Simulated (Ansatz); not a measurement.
`C#[C][Ge]([F])([F])[Cl]` + H₂S → `[F][Ge]([F])([SH])[Cl]` + acetylene at 700 K and 1 bar (ligand exchange at a Ge–C bond).

Program: Ansatz. Geometries: PBE0-D4/def2-TZVP. ΔE: electronic, gas phase. CBS: MP2 limit from def2 TZ/QZ plus the TZ coupled-cluster correction, frozen cores. This one scheme is used for every species. For Ge outer-core shells are correlated without core-valence functions, which leaves a few kJ/mol of doubt a bond. Scalar relativity is left out up to krypton. Each species was taken in one conformer, which may not be the lowest.

```tsv
species	CCSD(T)/CBS energy (Eh)	H − E (kJ/mol)	S (J/(mol·K))
`C#[C][Ge]([F])([F])[Cl]`	-2812.23968	139.3	471.5
H₂S	-398.97279	64.8	236.9
`[F][Ge]([F])([SH])[Cl]`	-3133.99738	108.2	459.8
`C#C`	-77.22717	102.1	244.4
```

H − E and S are ideal-gas, rigid-rotor, harmonic terms from PBE0-D4/def2-TZVP, for one conformer and one mirror image of each species. 1 Eh = 2625.50 kJ/mol, R = 8.31446 J/(mol·K).

Q: By hand: ΔE, ΔH, ΔS and ΔG.

A: ΔE = (-3133.99738) + (-77.22717) − (-2812.23968) − (-398.97279) = -0.01208 Eh = -31.7 kJ/mol. Δ(H − E) = 108.2 + 102.1 − 139.3 − 64.8 = 6.2, so ΔH = -25.5 kJ/mol. ΔS = 459.8 + 244.4 − 471.5 − 236.9 = -4.2 J/(mol·K). ΔG = -25.5 − 700 × (-4.2)/1000 = -22.6 kJ/mol.

Q: By hand: the equilibrium constant, and the temperature at which ΔG would vanish if ΔH and ΔS stayed fixed.

A: log₁₀ K = −ΔG/(RT ln 10) = 1.7. ΔG = 0 at ΔH/ΔS = 6071 K, far beyond where these terms or the molecules hold.

The number of gas molecules stays the same, so ΔS is small and ΔH decides. A doubt of 5 kJ/mol in ΔE shifts log₁₀ K by 0.4 here. Other conformers and mirror images would add mixing entropy, several J/(mol·K) or more a flexible species. These are equilibria of isolated gas molecules and say nothing of rates. Largest T1 diagnostic: 0.013 (customary marks: 0.02 for closed shells, 0.045 for open ones).
